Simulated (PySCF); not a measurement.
C3H8OSi2, SMILES C1[SiH2][Si@@H](CC=1)O. Atoms are numbered in the order given.

```xyz
14

O     -2.2947    -0.4329     0.3694
Si    -0.9299    -0.3223    -0.6024
C      0.4243    -1.5867    -0.1305
C      1.5569    -0.9093     0.6117
C      1.7227     0.4275     0.6943
Si     0.4453     1.5281    -0.1463
H     -2.2345    -0.0306     1.2434
H     -1.4195    -0.5435    -1.9879
H     -0.0032    -2.4094     0.4707
H      0.8165    -2.0706    -1.0455
H      2.2888    -1.5731     1.0938
H      2.5899     0.8135     1.2425
H     -0.1208     2.5522     0.7862
H      1.0009     2.2534    -1.3294
```

Geometry: B3LYP-D3(BJ)/def2-SVP. The structure was generated by enumeration; whether it is a known compound was not checked. The values are those of a single conformer.

These are CAM-B3LYP/def2-TZVP (PySCF) values and carry that method's errors.

Gas-phase values at a fixed geometry.

Computed frontier levels, gap, dipole moment and polarisability:
The highest occupied level is -8.59 eV, the lowest empty level comes out as 0.51 eV and the orbital gap is 9.10 eV. The dipole moment is 1.45 D and the quadrupole, principal values (traceless, Buckingham form, about the centre of nuclear charge) comes out as -6.87, 1.82, 5.05 D·Å. The mean static polarisability comes out as 88.2 bohr³ (13.07 Å³) and the polarisability, principal values is 71.3, 89.8, 103.6 bohr³.
